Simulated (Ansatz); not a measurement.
Ansatz (a program for electronic structure) input (HF/6-31G* with LANL2DZ past Ar): The .json file joins the Basis Set Exchange's 6-31G* for atoms up to Ar and LANL2DZ past it.

Ansatz 0.2 input:
```yaml
crystal:
  periodic: [false, false, false]
  atoms:
    - {symbol: Se, position_ang: [0.18341687, -0.10694016, 0.30233193]}
    - {symbol: F, position_ang: [0.33001541, 1.24490141, -0.64327886]}
    - {symbol: F, position_ang: [-0.93324456, -0.89446730, -0.63362468]}
    - {symbol: H, position_ang: [-0.80711121, 0.48205824, 1.21284617]}
basis:
  gaussian:
    orbitals: 6-31Gs+LANL2DZ.json
hamiltonian:
  xc: {name: HF}
total_charge: 1
phonons: {temperatures: {t_min: 298.15, t_max: 298.15, t_step: 100}}
```

Output:

```
Functional definition: HF
integrals: 0.00 GiB planned
443 factors; integrals over basis functions are off by at most 2.5e-4 eV
mean field: 0.06 GiB planned
mean field evaluation 1: about -5655.3383 eV, gradient 5.8e1 eV
mean field evaluation 2: about -5655.3409 eV, gradient 5.8e1 eV
mean field evaluation 4: about -5661.1216 eV, gradient 2.3e0 eV
mean field evaluation 8: about -5661.1589 eV, gradient 5.3e-4 eV
mean field -5661.15891918 eV, -208.0437530085 hartree, gradient 2.4e-5 eV, S^2 0.000000; 0 other end points of the search recorded, 0 dependent functions left out
the calculation of the forces begins
reference -5661.15891918 eV, -208.0437530085 hartree; 12, 12 occupied and 28, 28 virtual orbitals, 443 factors
these checks for a lower state are left out or cut short: stability, starts, cluster_reference, orbital_swaps, neighbouring_geometries, increment
integrals: 0.00 GiB planned
443 factors; integrals over basis functions are off by at most 2.5e-4 eV
mean field: 0.06 GiB planned
mean field evaluation 16: about -5661.1588 eV, gradient 4.9e-6 eV
mean field -5661.15881343 eV, -208.0437491221 hartree, gradient 2.8e-6 eV, S^2 0.000000; 0 other end points of the search recorded, 0 dependent functions left out
the calculation of the forces begins
reference -5661.15881343 eV, -208.0437491221 hartree; 12, 12 occupied and 28, 28 virtual orbitals, 443 factors
these checks for a lower state are left out or cut short: stability, starts, cluster_reference, orbital_swaps, neighbouring_geometries, increment
integrals: 0.00 GiB planned
443 factors; integrals over basis functions are off by at most 2.5e-4 eV
mean field: 0.06 GiB planned
mean field -5661.15881561 eV, -208.0437492026 hartree, gradient 2.7e-6 eV, S^2 0.000000; 0 other end points of the search recorded, 0 dependent functions left out
the calculation of the forces begins
reference -5661.15881561 eV, -208.0437492026 hartree; 12, 12 occupied and 28, 28 virtual orbitals, 443 factors
these checks for a lower state are left out or cut short: stability, starts, cluster_reference, orbital_swaps, neighbouring_geometries, increment
integrals: 0.00 GiB planned
443 factors; integrals over basis functions are off by at most 2.5e-4 eV
mean field: 0.06 GiB planned
mean field evaluation 32: about -5661.1588 eV, gradient 4.2e-6 eV
mean field -5661.15878905 eV, -208.0437482262 hartree, gradient 2.9e-6 eV, S^2 0.000000; 0 other end points of the search recorded, 0 dependent functions left out
the calculation of the forces begins
reference -5661.15878905 eV, -208.0437482262 hartree; 12, 12 occupied and 28, 28 virtual orbitals, 443 factors
these checks for a lower state are left out or cut short: stability, starts, cluster_reference, orbital_swaps, neighbouring_geometries, increment
integrals: 0.00 GiB planned
443 factors; integrals over basis functions are off by at most 2.5e-4 eV
mean field: 0.06 GiB planned
mean field -5661.15878992 eV, -208.0437482582 hartree, gradient 2.8e-6 eV, S^2 0.000000; 0 other end points of the search recorded, 0 dependent functions left out
the calculation of the forces begins
reference -5661.15878992 eV, -208.0437482582 hartree; 12, 12 occupied and 28, 28 virtual orbitals, 443 factors
these checks for a lower state are left out or cut short: stability, starts, cluster_reference, orbital_swaps, neighbouring_geometries, increment
integrals: 0.00 GiB planned
443 factors; integrals over basis functions are off by at most 2.5e-4 eV
mean field: 0.06 GiB planned
mean field -5661.15890967 eV, -208.0437526589 hartree, gradient 2.8e-6 eV, S^2 0.000000; 0 other end points of the search recorded, 0 dependent functions left out
the calculation of the forces begins
reference -5661.15890967 eV, -208.0437526589 hartree; 12, 12 occupied and 28, 28 virtual orbitals, 443 factors
these checks for a lower state are left out or cut short: stability, starts, cluster_reference, orbital_swaps, neighbouring_geometries, increment
integrals: 0.00 GiB planned
443 factors; integrals over basis functions are off by at most 2.5e-4 eV
mean field: 0.06 GiB planned
mean field -5661.15890856 eV, -208.0437526182 hartree, gradient 2.9e-6 eV, S^2 0.000000; 0 other end points of the search recorded, 0 dependent functions left out
the calculation of the forces begins
reference -5661.15890856 eV, -208.0437526182 hartree; 12, 12 occupied and 28, 28 virtual orbitals, 443 factors
these checks for a lower state are left out or cut short: stability, starts, cluster_reference, orbital_swaps, neighbouring_geometries, increment
integrals: 0.00 GiB planned
443 factors; integrals over basis functions are off by at most 2.5e-4 eV
mean field: 0.06 GiB planned
mean field -5661.15883623 eV, -208.0437499603 hartree, gradient 2.9e-6 eV, S^2 0.000000; 0 other end points of the search recorded, 0 dependent functions left out
the calculation of the forces begins
reference -5661.15883623 eV, -208.0437499603 hartree; 12, 12 occupied and 28, 28 virtual orbitals, 443 factors
these checks for a lower state are left out or cut short: stability, starts, cluster_reference, orbital_swaps, neighbouring_geometries, increment
integrals: 0.00 GiB planned
443 factors; integrals over basis functions are off by at most 2.5e-4 eV
mean field: 0.06 GiB planned
mean field evaluation 64: about -5661.1544 eV, gradient 3.8e-1 eV
mean field -5661.15883544 eV, -208.0437499310 hartree, gradient 2.8e-6 eV, S^2 0.000000; 0 other end points of the search recorded, 0 dependent functions left out
the calculation of the forces begins
reference -5661.15883544 eV, -208.0437499310 hartree; 12, 12 occupied and 28, 28 virtual orbitals, 443 factors
these checks for a lower state are left out or cut short: stability, starts, cluster_reference, orbital_swaps, neighbouring_geometries, increment
integrals: 0.00 GiB planned
443 factors; integrals over basis functions are off by at most 2.5e-4 eV
mean field: 0.06 GiB planned
mean field -5661.15887252 eV, -208.0437512937 hartree, gradient 2.8e-6 eV, S^2 0.000000; 0 other end points of the search recorded, 0 dependent functions left out
the calculation of the forces begins
reference -5661.15887252 eV, -208.0437512937 hartree; 12, 12 occupied and 28, 28 virtual orbitals, 443 factors
these checks for a lower state are left out or cut short: stability, starts, cluster_reference, orbital_swaps, neighbouring_geometries, increment
integrals: 0.00 GiB planned
443 factors; integrals over basis functions are off by at most 2.5e-4 eV
mean field: 0.06 GiB planned
mean field -5661.15887092 eV, -208.0437512352 hartree, gradient 2.9e-6 eV, S^2 0.000000; 0 other end points of the search recorded, 0 dependent functions left out
the calculation of the forces begins
reference -5661.15887092 eV, -208.0437512352 hartree; 12, 12 occupied and 28, 28 virtual orbitals, 443 factors
these checks for a lower state are left out or cut short: stability, starts, cluster_reference, orbital_swaps, neighbouring_geometries, increment
integrals: 0.00 GiB planned
443 factors; integrals over basis functions are off by at most 2.5e-4 eV
mean field: 0.06 GiB planned
mean field -5661.15887238 eV, -208.0437512885 hartree, gradient 2.8e-6 eV, S^2 0.000000; 0 other end points of the search recorded, 0 dependent functions left out
the calculation of the forces begins
reference -5661.15887238 eV, -208.0437512885 hartree; 12, 12 occupied and 28, 28 virtual orbitals, 443 factors
these checks for a lower state are left out or cut short: stability, starts, cluster_reference, orbital_swaps, neighbouring_geometries, increment
integrals: 0.00 GiB planned
443 factors; integrals over basis functions are off by at most 2.5e-4 eV
mean field: 0.06 GiB planned
mean field evaluation 96: about -5661.1589 eV, gradient 4.9e-6 eV
mean field -5661.15887178 eV, -208.0437512667 hartree, gradient 2.8e-6 eV, S^2 0.000000; 0 other end points of the search recorded, 0 dependent functions left out
the calculation of the forces begins
reference -5661.15887178 eV, -208.0437512667 hartree; 12, 12 occupied and 28, 28 virtual orbitals, 443 factors
these checks for a lower state are left out or cut short: stability, starts, cluster_reference, orbital_swaps, neighbouring_geometries, increment
integrals: 0.00 GiB planned
443 factors; integrals over basis functions are off by at most 2.5e-4 eV
mean field: 0.06 GiB planned
mean field -5661.15889664 eV, -208.0437521802 hartree, gradient 1.2e-6 eV, S^2 0.000000; 0 other end points of the search recorded, 0 dependent functions left out
the calculation of the forces begins
reference -5661.15889664 eV, -208.0437521802 hartree; 12, 12 occupied and 28, 28 virtual orbitals, 443 factors
these checks for a lower state are left out or cut short: stability, starts, cluster_reference, orbital_swaps, neighbouring_geometries, increment
integrals: 0.00 GiB planned
443 factors; integrals over basis functions are off by at most 2.5e-4 eV
mean field: 0.06 GiB planned
mean field -5661.15889731 eV, -208.0437522048 hartree, gradient 1.1e-6 eV, S^2 0.000000; 0 other end points of the search recorded, 0 dependent functions left out
the calculation of the forces begins
reference -5661.15889731 eV, -208.0437522048 hartree; 12, 12 occupied and 28, 28 virtual orbitals, 443 factors
Total energy: -5661.15891918 eV, -208.0437530085 hartree
Atom 0 at     0.183417    -0.106940     0.302332 Å, force    -0.000429     0.000251    -0.000486 eV/Å
Atom 1 at     0.330015     1.244901    -0.643279 Å, force     0.000227     0.000059     0.000338 eV/Å
Atom 2 at    -0.933245    -0.894467    -0.633625 Å, force     0.000059    -0.000225     0.000339 eV/Å
Atom 3 at    -0.807111     0.482058     1.212846 Å, force     0.000144    -0.000086    -0.000192 eV/Å
Dipole moment:     0.121765    -0.068417     0.771764 e Å
Vibrations: 316.28 827.99 833.70 1002.97 1009.67 2466.78 cm⁻¹, zero-point energy 0.400307 eV
```

The blocks after the first are displaced geometries, from whose forces the wavenumbers follow.

The dipole moment of an ion depends on the origin.
